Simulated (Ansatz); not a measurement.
`C=C(Cl)[TeH]` and `C=C(S)Cl` differ in one element.

Ansatz, PBE0-D4/def2-TZVP geometries, multiplicity 1. Each molecule was computed in one conformer, which needn't be the lowest.

Elements past krypton have def2 core potentials.

```csv
property,`C=C(Cl)[TeH]`
LUMO energy (ωB97M-V/def2-TZVPP) / eV,0.73
LUMO energy (PBE/def2-TZVPP) / eV,-2.02
HOMO–LUMO gap (PBE/def2-TZVPP) / eV,3.40
size of the dipole moment (ωB97M-V/def2-TZVPP) / D,1.06
HOMO energy (PBE0/def2-TZVPP) / eV,-6.44
HOMO–LUMO gap (B3LYP/def2-TZVPP) / eV,4.83
```

(1) Give the same properties after the change, and the shifts. (An estimate is asked.)

## Answers

(1) Ansatz gave: 
| property | `C=C(S)Cl` | shift |
| --- | --- | --- |
| LUMO energy (ωB97M-V/def2-TZVPP) / eV | 1.52 | 0.79 |
| LUMO energy (PBE/def2-TZVPP) / eV | -1.56 | 0.46 |
| HOMO–LUMO gap (PBE/def2-TZVPP) / eV | 4.33 | 0.93 |
| size of the dipole moment (ωB97M-V/def2-TZVPP) / D | 0.68 | -0.38 |
| HOMO energy (PBE0/def2-TZVPP) / eV | -7.01 | -0.57 |
| HOMO–LUMO gap (B3LYP/def2-TZVPP) / eV | 5.97 | 1.14 |

With PBE0 the HOMO falls by 0.57 eV and the LUMO rises by 0.59 eV, so the gap widens by about 1.16 eV. PBE moves the HOMO by -0.46 eV and ωB97M-V by -0.61 eV. Dipoles are sizes alone; their direction can turn.

B3LYP here is the variant with VWN-RPA as its local correlation; programs differ in this.

Spin–orbit coupling is left out; it splits and shifts lone-pair levels of the heavy atoms by tenths of an eV.
